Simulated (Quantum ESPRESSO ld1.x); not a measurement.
The run below uses ld1.x (Quantum ESPRESSO 7.5).

```
 &input
    atom='Co',
    iswitch=1,
    rel=1,
    dft='RXC-VWN',
    config='[Ar]',
    verbosity='high',
    prefix='ld1',
    max_out_wfc=37,
    file_charge='ld1.rho',
 /
```

Command: `OMP_NUM_THREADS=1 ld1.x < ld1.in > ld1.out`

Output (excerpt):

```
     Program LD1 v.7.5 starts

     --------------------------- All-electron run ----------------------------

     scalar relativistic calculation

     atomic number is 27.00
     dft =RXC-VWN   lsd =0 sic =0 latt =0  beta=0.20 tr2=1.0E-14
     Exchange-correlation= RXC-VWN
                           (   3   2   0   0   0   0   0)
     mesh =1989 r(mesh) = 100.29974 a.u. xmin = -8.00 dx = 0.00800
     1 Ry =  13.60569312 eV, c = 137.03599908

     n l     nl                  e(Ry)          e(Ha)          e(eV)
     1 0     1S 1( 2.00)    -571.665050888    -285.832525444  -7777.8992515
     2 0     2S 1( 2.00)     -82.532388513     -41.266194257  -1122.9103508
     2 1     2P 1( 6.00)     -73.207173679     -36.603586840   -996.0343395
     3 0     3S 1( 2.00)     -21.959675607     -10.979837803   -298.7766074
     3 1     3P 1( 6.00)     -19.168545824      -9.584272912   -260.8013521

     final scf error:  5.8E-16 reached in  17 iterations

     Etot =   -2722.876347 Ry,   -1361.438173 Ha,  -37046.619984 eV

     Ekin =    2754.003579 Ry,    1377.001789 Ha,   37470.127555 eV
     Encl =   -6225.855044 Ry,   -3112.927522 Ha,  -84707.073162 eV
     Eh   =     846.599817 Ry,     423.299908 Ha,   11518.577306 eV
     Exc  =     -97.624698 Ry,     -48.812349 Ha,   -1328.251682 eV
```

Run on one thread of a shared host, so times are rough (Intel(R) Xeon(R) Processor @ 2.60GHz): 0.68 s of CPU time, 0.75 s wall, 17 iterations on 1989 mesh points.
